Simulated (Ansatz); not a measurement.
Two members of one family (Series InX3), computed with Ansatz in the gas phase; def2 core potentials for I, In, no spin–orbit coupling. Binding counts from free atoms in the multiplicity of their measured ground term, without zero-point energy. The structures are stationary points that may keep the symmetry of their start.

First: InCl3 (singlet, charge 0, PBE0-D4/def2-SVP geometry).

Cartesian coordinates in Å:
```
In 0.0000 0.0000 0.0000
Cl -1.7128 -0.0031 -1.5652
Cl 1.2335 1.9299 0.3653
Cl 0.4793 -1.9268 1.1998
```

```csv
level,HOMO (eV),LUMO (eV),gap (eV),binding per atom (eV)
PBE-D4/def2-SVP,-7.77,-3.81,3.96,2.59
r2SCAN-D4/def2-TZVP,-8.39,-3.81,4.58,2.61
r2SCANh-D4/def2-TZVP,-8.91,-3.49,5.42,2.59
r2SCAN0-D4/def2-TZVP,-9.70,-3.02,6.68,2.55
HSE06-D4/def2-TZVP,-9.04,-3.49,5.56,2.57
```

Second: InI3 (singlet, charge 0, PBE0-D4/def2-SVP geometry).

Cartesian coordinates in Å:
```
In 0.000 0.000 0.000
I 0.019 2.479 -0.955
I -1.375 -1.896 -1.254
I 1.356 -0.583 2.209
```

Estimate how these quantities change from the first to the second (second minus first).


```
               level  Δ HOMO (eV)  Δ LUMO (eV)  Δ gap (eV)  Δ binding per atom (eV)
     PBE-D4/def2-SVP         1.15        -0.02       -1.17                    -0.62
 r2SCAN-D4/def2-TZVP         1.36         0.06       -1.30                    -0.63
r2SCANh-D4/def2-TZVP         1.48         0.01       -1.47                    -0.62
r2SCAN0-D4/def2-TZVP         1.65        -0.07       -1.72                    -0.60
  HSE06-D4/def2-TZVP         1.58        -0.02       -1.60                    -0.59
```
